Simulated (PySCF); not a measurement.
How methods differ on the excitation energy of P(2+)

P(2+) [Ne] 3s2 3p1 (2P) → P(2+) [Ne] 3s1 3p2 (4P), as a difference of total energies. All numbers are calculated (PySCF 2.14, the spin-free X2C one-electron Hamiltonian (Gaussian nucleus), in aug-cc-pCVTZ-DK). Correlated levels: nothing frozen. The calculations carry no spin-orbit coupling.

```json
{"method": "UHF", "excitation energy (eV)": "5.521"}
{"method": "MP2 (all electrons)", "excitation energy (eV)": "6.688"}
{"method": "SCS-MP2 (all electrons)", "excitation energy (eV)": "7.020"}
{"method": "CCSD (all electrons)", "excitation energy (eV)": "6.946"}
{"method": "CCSD(T) (all electrons)", "excitation energy (eV)": "7.004"}
```

**Question.** How much does correlation contribute at CCSD(T) (all electrons)?

**Answer.** 7.004 − (5.521) = 1.483 eV, measured against UHF.

A first-order spin-orbit estimate (lowest level to lowest level, LS coupling) adds 0.005 eV.
